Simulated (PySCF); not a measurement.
**Fe (iron, neutral) across methods**

[Ar] 3d5 4s2 4p1, high-spin 7P determinant (an excited configuration). Computed with PySCF 2.14 in aug-cc-pVDZ (7s6p4d2f, 59 functions), with the non-relativistic Hamiltonian (point nucleus).

```csv
method,E (hartree),mean ε 4s α (eV),mean ε 4s β (eV),mean ε 4p α (eV),Σ⟨r²⟩ (bohr²),⟨S²⟩
PBE0,-1263.254,-8.822,-7.063,-3.820,46.98,12.008
M06-L,-1263.425,-7.833,-6.323,-2.867,46.08,12.011
LDA,-1260.974,-8.030,-6.533,-3.046,46.84,12.007
PBE,-1263.204,-7.845,-6.327,-3.041,47.19,12.008
TPSSh,-1263.475,-8.337,-6.520,-3.467,46.78,12.010
B97-3,-1263.337,-8.702,-7.114,-3.695,46.93,12.009
M06-2X,-1263.463,-9.327,-8.059,-4.302,47.19,12.004
r2SCAN,-1263.445,-8.121,-6.352,-3.295,46.84,12.018
```
